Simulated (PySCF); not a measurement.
formaldehyde (CH2O), SMILES C=O.

The structure is a stationary point at PBE0-D3(BJ)/def2-TZVPD.

Computed with CAM-B3LYP/def2-TZVPD run with PySCF.

Isolated molecule, no solvent.

Computed frontier levels, gap, dipole moment and polarisability:
The highest occupied level is -9.35 eV and the lowest empty level is -0.16 eV. The orbital gap is 9.19 eV. The dipole moment is 2.45 D, the quadrupole, principal values (traceless, Buckingham form, about the centre of nuclear charge) is -0.64, 0.24, 0.41 D·Å and the mean static polarisability is 17.8 bohr³ (2.63 Å³). The polarisability, principal values comes out as 13.0, 18.0, 22.3 bohr³.
